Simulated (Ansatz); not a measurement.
`[SH][Zn][SH]` at its PBE0-D4/def2-TZVP geometry, where that method's forces vanish. The species carries charge 0 and has multiplicity 1.

```xyz
5

S    -2.1745   -0.1548   -0.2566
Zn   -0.0322    0.1211   -0.3389
S     2.1064    0.4112   -0.4609
H    -2.2657    0.4082    0.9613
H     2.3659   -0.7856    0.0951
```

Question: What forces (eV/Å) does PBE-D4/def2-TZVPP give on these atoms in Ansatz? (Estimate.)

Answer: The calculation gave: 
```
S1  -0.064 -0.117 -0.240
Zn2  0.002 -0.007  0.020
S3   0.029  0.246 -0.119
H4  -0.008  0.108  0.232
H5   0.040 -0.229  0.107
```
